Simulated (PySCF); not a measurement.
**Broadened absorption spectrum of C7H8**

Compound: C7H8.
Bonds: C1–C2 (double), C2–C3, C3–C4 (double), C4–C5, C5–C6 (double), C6–C7, C2–C6. Hydrogens: H8, H9 on C1; H10 on C3; H11 on C4; H12 on C5; H13, H14, H15 on C7.

Theory: TDDFT wB97X-D/def2-SVPD, vertical, gas phase, core orbitals frozen in the response in PySCF 2.14.0, density-fitted response routines. Isolated species at its GFN2-xTB geometry, gas phase.

Each state is given a Gaussian of 0.3 eV full width at half maximum, with ε(max) = 2.175×10⁸ f / Δν̃ (Δν̃ the width in cm⁻¹). The cross-section is σ = 3.8235×10⁻²¹ ε cm², given in Mb (10⁻¹⁸ cm²). The width is an assumption, not a result. The curve ends short of the highest state used, and states not computed would add to its high-energy end.

```
E (eV)  σ (Mb)
  2.88    0.01
  2.97    0.11
  3.06    0.62
  3.15    2.18
  3.24    4.62
  3.33    5.95
  3.42    4.65
  3.51    2.21
  3.60    0.64
  3.69    0.11
  3.78    0.01
  3.87    0.00
  3.96    0.00
  4.05    0.00
  4.14    0.00
  4.23    0.00
  4.32    0.00
  4.41    0.00
  4.50    0.00
  4.59    0.00
  4.68    0.00
  4.77    0.00
  4.86    0.00
  4.95    0.02
  5.05    0.37
  5.14    3.25
  5.23   17.35
  5.32   56.28
  5.41  110.83
  5.50  132.50
  5.59   96.16
  5.68   42.37
  5.77   11.33
  5.86    1.84
  5.95    0.18
  6.04    0.02
  6.13    0.04
  6.22    0.13
  6.31    0.33
  6.40    0.53
  6.49    0.52
  6.58    0.31
  6.67    0.14
  6.76    0.21
```

Question: Where are the band maxima, and which computed states make them?

Answer: 372 nm (3.33 eV), ε about 1600, made up of S1 (100%); 226 nm (5.49 eV), ε about 35000, made up of S2 (100%); 193 nm (6.44 eV), ε about 150, made up of S4 (100%) (ε in L mol⁻¹ cm⁻¹; maxima over ε = 5, shares over 10%). At its high-energy end, 6.76 eV, the curve is still rising (ε about 54, from S4, S5 and S6). The states used: S1 3.33 eV (f 0.017); S2 5.49 eV (f 0.387); S3 6.15 eV (f 0.0000); S4 6.44 eV (f 0.0016); S5 7.08 eV (f 0.0077); S6 7.10 eV (f 0.0055); S7 7.24 eV (f 0.0051); S8 7.36 eV (f 0.222).

Question: On this curve, what absorbance would a 10⁻⁴ mol/L sample give at 193 nm over a 1 cm path?

Answer: 193 nm is 6.424 eV, where ε is about 150 L mol⁻¹ cm⁻¹, so A = ε c l ≈ 0.015 (Beer–Lambert, with the gas-phase spectrum and the assumed width).

Question: What would ε be at 5.49 eV, the highest of these maxima, with half the width (0.15 eV)?

Answer: About 69600 L mol⁻¹ cm⁻¹ against 34800, a factor of about 2.00; a lone state at its own centre would give exactly 2.

Question: Does any computed singlet lie in the visible range?

Answer: No computed singlet lies in the visible range (380 to 750 nm); the lowest, at 372 nm, stands 0.07 eV above its violet end (3.26 eV); a Tamm–Dancoff triplet lies at 552 nm, without intensity as long as spin–orbit coupling is left out.
